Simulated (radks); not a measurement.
Results of a calculation; reference values are marked as such.
Q: W+, 73 electrons, occupied as [Xe] 4f(5/2: 6, 7/2: 7) 5d(3/2: 4, 5/2: 0) 6s2 (not the ground configuration). Code: a radial shooting solver on a logarithmic mesh with Libxc functionals. Model: Dirac Kohn-Sham, PBE, spin-unpolarised, spherical densities, finite nucleus; Fermi nuclear charge, rms radius 5.3658 fm.

Spin-orbit splittings of the eigenvalues, e(l+1/2) - e(l-1/2), with zeta = 2 splitting/(2l+1) and mean radii in bohr:

| shell | occ. | splitting (eV) | zeta (eV) | <r> j=l-1/2 | <r> j=l+1/2 |
|---|---|---|---|---|---|
| 2p | 6 | 1353 | 901.7 | 0.06366 | 0.07161 |
| 3p | 6 | 292.4 | 194.9 | 0.1906 | 0.2053 |
| 3d | 10 | 63.58 | 25.43 | 0.1797 | 0.1842 |
| 4p | 6 | 68.14 | 45.42 | 0.4537 | 0.4865 |
| 4d | 10 | 12.61 | 5.045 | 0.5024 | 0.5136 |
| 4f | 13 | 2.330 | 0.6657 | 0.5859 | 0.5944 |
| 5p | 6 | 10.45 | 6.964 | 1.152 | 1.249 |
| 5d | 4 | ? | ? | 1.775 | 1.835 |

Estimate the 5d splitting.

A: 0.9506 eV (zeta = 0.3802 eV).
